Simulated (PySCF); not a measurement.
The isolated species BMe2F (`CB(C)F`) is ionised with synchrotron light (hν = 950.0 eV). Calculated photoelectron kinetic energies of its computed core levels, recoil neglected:

```csv
line,kinetic energy (eV)
1,752.46
2,659.61
3,257.33
```

Theory: PySCF 2.14.0, delta-SCF UKS SCAN, pcX-2 on the ionised atom, pcseg-1 elsewhere, spin-free X2C.

**Question.** Which element, shell and site does each line come from? Bonds: B1–C2, B1–C6, B1–F10. Hydrogens: H3, H4, H5 on C2; H7, H8, H9 on C6.

**Answer.** Against the vacuum level, binding energy = hν − kinetic energy.

```tsv
line	binding energy (eV)	level	atoms	environment
1	197.54	B 1s	B1	boron bonded to 2 C and F
2	290.39	C 1s	C2/C6	carbon bonded to B and 3 H
3	692.67	F 1s	F10	fluorine bonded to B
```

**Question.** Where does line 1 move with hν = 1486.6 eV?

**Answer.** To 1486.6 − 197.54 = 1289.06 eV; every photoline shifts by the change in photon energy, +536.6 eV.

**Question.** Which photon wavelength matches the F 1s of F10 threshold?

**Answer.** λ = hc/E = 12398.42 eV Å / 692.67 eV = 17.899 Å.

Other core shells, valence and Auger electrons aren't listed. Atoms equivalent by their bonding share one computed value, that of the first of them. Isolated species at its PBE0-D3(BJ)/def2-SVP geometry, gas phase.

The run took 10 s of wall time on one thread, Arm Neoverse V2, no GPU (shared host).
